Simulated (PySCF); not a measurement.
## NMR problem set

Isolated molecule, one averaged value for each set of equivalent atoms, relativity neglected, single conformer. GFN2-xTB geometry; shieldings: GIAO PBE0/pcSseg-1; PySCF 2.14.0 with density-fitted response routines.

Shifts are taken against calculated references (same method and geometry level): 1H (31.72 ppm) and 13C (186.93 ppm) against TMS. Splittings of carbon signals by F and P are missing where no couplings were computed. Where no couplings were computed, multiplicities follow the n + 1 count of equivalent neighbours, and m marks all less simple cases (inequivalent or close neighbours, rings, F or P nearby). Shifts are as computed. Against solution values, carbons near 30 ppm lie about +3 ppm off and those near 130 ppm about +5 ppm. Of 1309 compounds with measured shifts, 239 miss one by over three times the rms of a fit or turn the order of signals round; such compounds aren't used in these exercises.

(1) C₅H₈ClFSi. 1H NMR (300 MHz, computed): δ 5.87 (m, 1H), 5.67 (m, 1H), 5.61 (m, 1H), 5.30 (m, 1H), 5.10 (m, 1H), 2.75 (m, 1H), 2.73 (m, 1H), 2.34 (m, 1H). 13C{1H} NMR (computed): δ 156.0 (C), 120.7 (CH2), 93.6 (CH), 30.3 (CH), 27.8 (CH2). Give a structure.

(2) C₅H₁₄Si₂. 1H NMR (600 MHz, computed): δ 6.05 (br s, 1H), 5.49 (br s, 1H), 3.29 (s, 3H), 1.98 (s, 3H), 0.28 (s, 6H). 13C{1H} NMR (computed): δ 155.9 (C), 132.7 (CH2), 27.6 (CH3), -1.5 (CH3). Give a structure.

## Answers

(1) `C=C1C[C@@H]([SiH2]Cl)[C@H]1F`. The formula gives 2 degrees of unsaturation (1 ring in the answer). 5 carbon signals for 5 carbons: no two carbons are equivalent. Carbon types of the structure: 1 × C, 2 × CH, 2 × CH2, leaving 2 H on heteroatoms. δC 156.0: fully substituted alkene carbon; the olefinic region. δC 120.7: terminal =CH2 carbon; as expected for a trigonal carbon in a double bond. δC 93.6: allylic sp3 CH bonded to F; pulled downfield by the heteroatom. δC 27.8: allylic sp3 CH2; a saturated carbon with 2 carbon neighbours and no heteroatom attached.

The shifts were computed for this structure.

(2) `C=C(C)[Si](C)(C)[SiH3]`. The formula gives 1 degree of unsaturation (no ring in the answer). 4 carbon signals for 5 carbons: some carbons are equivalent by symmetry or fast rotation. Carbon types of the structure: 1 × C, 1 × CH2, 3 × CH3, leaving 3 H on heteroatoms. δC 155.9: fully substituted alkene carbon; the olefinic region. δC 132.7: terminal =CH2 carbon; an sp2 carbon of a C=C bond. δC -1.5: methyl carbon bonded to Si; an electropositive neighbour leaves it electron-rich and shielded. δH 0.28: hydrogen on a methyl carbon bonded to Si; an electropositive neighbour shields it, as in TMS itself.

The shifts were computed for this structure.
